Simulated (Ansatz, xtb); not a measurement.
Two isomers of C3H4BClN2

Structure X: `Bn1cnc(Cl)c1`, a singlet. Structure Y: `Bn1ccnc1Cl`, a singlet. Both are isolated molecules in the gas phase, relaxed with PBE-D3(BJ)/def2-SVP; the shapes shown needn't be the lowest conformers.

X (Å):

```
atom    x (Å)   y (Å)    z (Å)
   C  -1.4993  1.7929  -1.1643
   C   0.4795  1.7901  -1.9642
   C   0.6551  1.8910  -0.6019
   B  -1.0381  1.9802   1.3124
  Cl   1.7075  1.7385  -3.1664
   N  -0.6390  1.8943  -0.0600
   N  -0.8616  1.7298  -2.3043
   H  -0.1798  2.0635   2.1624
   H  -2.2256  1.9648   1.5515
   H  -2.5888  1.7730  -1.0287
   H   1.5496  1.9593   0.0225
```

Y (Å):

```xyz
11

C    -0.9550    0.8506   -0.7368
C    -0.5714    0.9391   -2.0493
C     0.2299    2.6904   -1.1147
B    -0.5900    2.3323    1.2950
Cl    1.0319    4.1755   -0.8073
N    -0.4419    1.9928   -0.0888
N     0.1714    2.0986   -2.2720
H    -1.2195    1.5652    1.9896
H    -0.0894    3.3519    1.7043
H    -1.5352    0.1077   -0.1811
H    -0.7797    0.2389   -2.8673
```

Energies in hartree; the thermal terms are from GFN2-xTB frequencies at re-optimised GFN2-xTB minima (ideal gas, soft modes damped towards free rotors, one conformer each, 298.15 K, 1 atm) and include the zero-point energy:

|  | X | Y |
| --- | --- | --- |
| E, CCSD(T)/def2-SVP | −709.691151 | −709.689911 |
| E, MP2/def2-SVP | −709.611245 | −709.609975 |
| E, MP2/def2-TZVPP | −710.277527 | −710.275410 |
| zero-point energy | 0.071071 | 0.071076 |
| H(298 K) − E | 0.078341 | 0.078301 |
| G(298 K) − E | 0.040554 | 0.040646 |

Q: Correct the CCSD(T) difference for the basis set by the MP2 change, then work out ΔE, ΔE₀, ΔH and ΔG for X → Y in kcal/mol (1 Eh = 627.51 kcal/mol) and the equilibrium ratio [Y]/[X].

A: 1. Differences Y − X: CCSD(T) +0.001240, MP2 in the small set +0.001270, MP2 in the large set +0.002117 Eh.
2. ΔE = +0.001240 + (+0.002117 − (+0.001270)) = +0.002087 Eh = +1.31 kcal/mol.
3. ΔE₀ = ΔE + ΔZPE = +0.002087 + (+0.000005) Eh = +1.31 kcal/mol.
4. ΔH = ΔE + (−0.000040) Eh = +1.28 kcal/mol.
5. ΔG = ΔE + (+0.000092) Eh = +1.37 kcal/mol, so ΔS = (ΔH − ΔG)/T = −1.2 J/(mol K).
6. kT = 0.9442 mEh, so K = [Y]/[X] = exp(−ΔG/kT) = exp(−2.31) ≈ 0.099.

The sums favour X, but ΔE leans on the basis-set step (CCSD(T) alone has the other sign or is under 1 kcal/mol), so the order isn't settled. An error of 1 kcal/mol in ΔG would change K by a factor of 5.4. Mirror images and further conformers aren't counted.

As drawn, both hold the same kinds of bond in the same numbers.

Other levels gave ΔE = +0.1 (GFN2-xTB); +2.0 (HF/STO-3G, GFN2-xTB geometries); +0.8 (r2SCAN-D4/def2-SVP, GFN2-xTB geometries); +0.9 (PBE-D3(BJ)/def2-SVP); +1.5 (HF/def2-SVP); +0.8 (MP2/def2-SVP); +0.8 (CCSD(T)/def2-SVP) kcal/mol. The correlated steps freeze 11 core orbitals. Programs: Ansatz 0.2.0, xtb 6.7.1.
